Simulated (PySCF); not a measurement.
# How methods differ on the ionisation energy of S(2+)

S(2+) [Ne] 3s2 3p2 (3P) → S(3+) [Ne] 3s2 3p1 (2P), as a difference of total energies. All numbers are calculated (PySCF 2.14, scalar relativity by spin-free X2C-1e, in x2c-SVPall). Correlated levels: valence: [Ne] frozen. The calculations carry no spin-orbit coupling.

```json
{"method": "UHF", "ionisation energy (eV)": "34.059"}
{"method": "B3LYP", "ionisation energy (eV)": "34.769"}
{"method": "MN15", "ionisation energy (eV)": "34.922"}
{"method": "MP2 (valence)", "ionisation energy (eV)": "34.371"}
{"method": "SCS-MP2 (valence)", "ionisation energy (eV)": "34.288"}
{"method": "CCSD (valence)", "ionisation energy (eV)": "34.393"}
{"method": "CCSD(T) (valence)", "ionisation energy (eV)": "34.401"}
```

**Question.** How much does correlation contribute at CCSD(T) (valence)?

**Answer.** 34.401 − (34.059) = 0.342 eV, measured against UHF.

The reference lies between the lowest fine-structure levels, while these numbers refer to the centres of the terms.

Errors of the correlated levels include the incompleteness of this basis and the frozen core.

For comparison: 34.86 ± 0.04 eV (semi-empirical (NIST evaluation); NIST Atomic Spectra Database, ionization energies).
